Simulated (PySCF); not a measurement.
Method used: core-valence-separated Tamm–Dancoff BHandHLYP/aug-pcX-1 (pcseg-1 on H, def2-SVPD on P) in PySCF, non-relativistic, gas phase, PBE0-D3(BJ)/def2-SVP geometry. BHandHLYP without relativity tends to put these K edges a few eV too low, so spacings mean more than positions.

Main lines of an unknown, eV (oscillator strength): C K: 283.3 (0.072), 286.2 (0.016), 286.7 (0.024), 286.7 (0.044), 286.9 (0.011); O K: 532.3 (0.017), 532.5 (0.010), 533.9 (0.005), 534.0 (0.017), 534.4 (0.016). Listed: the first five lines at most of each edge with a tenth or more of its strongest line's intensity; roots within 0.03 eV on the same or equivalent atoms are summed. Only the lowest roots were sought, and the top ones are left out.

**Question.** Which candidate gives them?
A. `CC(=O)P(C)CO`
B. `CO/C=P\COC`

**Answer.** B. 

- `CO/C=P\COC`: C K: 283.3 (0.072), 286.2 (0.016), 286.7 (0.024), 286.7 (0.044), 286.9 (0.011); O K: 532.3 (0.017), 532.5 (0.010), 533.9 (0.005), 534.0 (0.017), 534.4 (0.016). First C line listed at 283.3 eV, hole on the carbon bonded to O, P and H (1s→π*); first O line listed at 532.3 eV, hole on the ether oxygen.
- `CC(=O)P(C)CO`: C K: 283.1 (0.080), 284.7 (0.020), 285.7 (0.009), 285.8 (0.014), 286.2 (0.025); O K: 528.6 (0.048), 532.7 (0.006), 533.5 (0.022), 534.4 (0.005), 534.5 (0.006). First C line listed at 283.1 eV, hole on the carbonyl carbon (1s→π*); first O line listed at 528.6 eV, hole on the carbonyl oxygen (1s→π*).

One conformer each; other structures than these candidates weren't tested.

Conformer computed: `[CH3:1][O:2]/[CH:3]=[P:4]\[CH2:5][O:6][CH3:7]`: C1–O2–C3–P4 179°, C3–P4–C5–O6 75°, P4–C5–O6–C7 68°.
